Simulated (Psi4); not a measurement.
H2Cl2S2Si, singlet, geometry from GFN2-xTB. Base run: CCSD(T)/cc-pVDZ (Psi4).

The Psi4 input:
```
memory 2 GB

molecule {
0 1
S    -0.14531803    1.88721650   -0.97315369
Si   -0.04840659   -0.03890473    0.00742708
S     1.96715216   -0.42299524    0.69362738
Cl   -0.62426847   -1.39507744   -1.36170540
Cl   -1.21650610   -0.08436639    1.64413777
H     0.27753454    2.59740293    0.06417464
H     2.54397939   -0.32973179   -0.49708308
}

set {
  basis cc-pvdz
  freeze_core true
}

energy('ccsd(t)')
print_variables()
```

The base run was repeated with changes; each row names its change, and settings that it needs were set with it.

| change | ΔE vs base (kcal/mol) | MP2 correlation (Eh) | basis functions | core-seconds (rough) |
|---|---|---|---|---|
| base | 0.000 | -0.62322 | 100 | 200 |
| method = mp4 | 0.434 | -0.62322 | 100 | 100 |
| method = qcisd(t) | -0.234 | -0.62322 | 100 | 200 |
| method = mp3 | 12.96 | -0.62315 | 100 | 10 |
| method = mp2 | 46.59 | -0.62315 | 100 | 10 |
| method = ccsd | 11.39 | -0.62322 | 100 | 200 |
| method = dlpno-mp2 | 46.66 | -0.62304 | 100 | 10 |
| method = fno-ccsd(t) | 0.000 | -0.62322 | 100 | 200 |
